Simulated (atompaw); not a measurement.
# An all-electron radial function and its pseudo partner (xenon (Xe))

Columns: radius, all-electron u(r) and pseudo u(r) of the 5p shell (level -8.24 eV) of xenon in the configuration [Kr] 4d10 5s2 5p6; PBEsol, scalar-relativistic, PAW (atompaw) scheme, atompaw 4.2.0.5.

```
r (bohr)  all-electron  pseudo
   0.071       -0.1453  0.0028
   0.142        0.0939  0.0110
   0.213        0.2308  0.0245
   0.285        0.1597  0.0434
   0.356       -0.0104  0.0668
   0.427       -0.1805  0.0946
   0.498       -0.2998  0.1263
   0.569       -0.3538  0.1614
   0.640       -0.3479  0.1992
   0.712       -0.2946  0.2399
   0.783       -0.2105  0.2816
   0.854       -0.1084  0.3244
   0.925        0.0013  0.3675
   0.996        0.1111  0.4104
   1.067        0.2160  0.4526
   1.138        0.3126  0.4935
   1.210        0.4005  0.5332
   1.281        0.4762  0.5701
   1.352        0.5411  0.6042
   1.423        0.5955  0.6354
   1.494        0.6399  0.6631
   1.565        0.6752  0.6872
   1.637        0.7023  0.7075
   1.708        0.7216  0.7232
   1.779        0.7341  0.7343
   1.850        0.7408  0.7408
```

Problem. How many radial nodes do the two functions have?

Solution. The all-electron 5p function has n − l − 1 = 3; the pseudo-wave has 0, since the states of the same l below it are removed with the core.

Problem. Is the pseudo-wave norm-conserving?

Solution. No, it belongs to a PAW set: the norm inside the radius is not constrained, and the difference is carried by the augmentation charge.
